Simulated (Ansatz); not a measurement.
`CSCS[SiH3]` + `[CH3][In]([OH])[F]` → `[CH3][In]([F])[O][SiH3]` + `CSCS`  (ligand exchange at the Si–S bond)

Calculated with Ansatz (gas phase, PBE0-D4/def2-TZVP geometries, no zero-point term in ΔE). CCSD(T)/CBS is the MP2 limit (def2-TZVPP, def2-QZVPP) plus CCSD(T) − MP2 in def2-TZVPP, frozen cores. Elements past krypton have def2 core potentials. For In outer-core shells are correlated without core-valence functions, which leaves a few kJ/mol of doubt a bond. Each species was taken in one conformer, which may not be the lowest.

`CSCS[SiH3]`:

Cartesian coordinates in Å:
```
C -0.133 -1.895 -0.693
S 0.972 -0.529 -1.052
C 1.355 0.027 0.608
S -0.048 0.623 1.609
Si -1.052 1.831 0.160
H 0.391 -2.700 -0.175
H -0.496 -2.265 -1.651
H -0.978 -1.555 -0.093
H 2.082 0.831 0.487
H 1.819 -0.773 1.188
H -1.860 1.048 -0.807
H -0.086 2.694 -0.565
H -1.968 2.663 0.983
```

`[CH3][In]([OH])[F]`:

Cartesian coordinates in Å:
```
C 0.297 0.185 -1.330
In 0.140 0.114 0.789
O -1.087 -0.731 2.083
F 1.464 1.074 1.855
H -0.594 0.653 -1.748
H 1.179 0.769 -1.591
H 0.390 -0.825 -1.726
H -1.789 -1.238 1.669
```

`[CH3][In]([F])[O][SiH3]`:

Z-matrix (Å, degrees):
```
C
In 1 2.119
H 1 1.090 2 108.7
H 1 1.089 2 109.4 3 119.5
H 1 1.088 2 109.1 3 -119.4
F 2 1.946 1 123.8 3 91.7
O 2 1.970 1 130.3 3 -88.2
Si 7 1.625 2 137.9 1 -1.7
H 8 1.489 7 110.7 2 118.5
H 8 1.497 7 111.3 2 -1.2
H 8 1.488 7 110.7 2 -121.0
```

`CSCS`:

```xyz
10

C     1.558   -0.177    0.183
S     0.407    1.198    0.118
C    -1.032    0.375   -0.570
S    -1.773   -0.943    0.427
H     1.825   -0.517   -0.820
H     2.456    0.184    0.686
H     1.130   -1.000    0.757
H    -1.764    1.159   -0.762
H    -0.785   -0.094   -1.525
H    -2.022   -0.186    1.507
```

| species | SCS-MP2/def2-TZVPP energy (Eh) |
| --- | --- |
| `CSCS[SiH3]` | -1165.30857 |
| `[CH3][In]([OH])[F]` | -404.77369 |
| `[CH3][In]([F])[O][SiH3]` | -695.05492 |
| `CSCS` | -875.04857 |

Problem. Work out ΔE.

Solution. ΔE = (-695.05492) + (-875.04857) − (-1165.30857) − (-404.77369) = -0.02123 Eh = -13.3 kcal/mol. CCSD(T)/CBS gives -11.5 kcal/mol.

Largest T1 diagnostic among the species: 0.016.

At CCSD(T), def2-SVP lies −1.8 kcal/mol from the extrapolated value and def2-TZVPP −0.8 kcal/mol. In def2-TZVPP, CCSD(T) changes the Hartree–Fock value by +7.1 kcal/mol (the triples alone add +1.3 kcal/mol) and MP2 by +8.1 kcal/mol.
